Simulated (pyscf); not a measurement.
H₃C–C⁺=O → cyclic C₂H₃O+ (SMILES C1=[O+]C1), a rearrangement (singlet surface; C–H broken, C–O, C–H formed). PySCF, gas phase, ωB97X-D3(BJ)/def2-SVP geometries. Correlated levels are frozen-core, on RHF or UHF. ΔMP2 is the change of the MP2 total energy from the triple- to the quadruple-zeta basis. Energies in eV from the reactant's lowest minimum found.

AM1 to PM7: differences of heats of formation from MOPAC. 

**Question.** Quick PM6 single points give ΔE‡ = 3.37 eV and ΔE = +2.88 eV. What does CCSD(T)/def2-TZVPP + ΔMP2(QZVPP) give, and how far is the quick result from it?

**Answer.** CCSD(T)/def2-TZVPP + ΔMP2(QZVPP) gives ΔE‡ = 3.80 eV and ΔE = +2.42 eV. PM6 lies 0.43 eV under it in the barrier and 0.46 eV over it in the reaction energy, so on this step it does not hold to within 0.13 eV. CCSD(T)/def2-TZVPP + ΔMP2(QZVPP) has limits of its own. One saddle was located; it need not be the lowest between these sides. The CCSD(T) − MP2 part came from Ansatz, without density fitting, on the same reference.
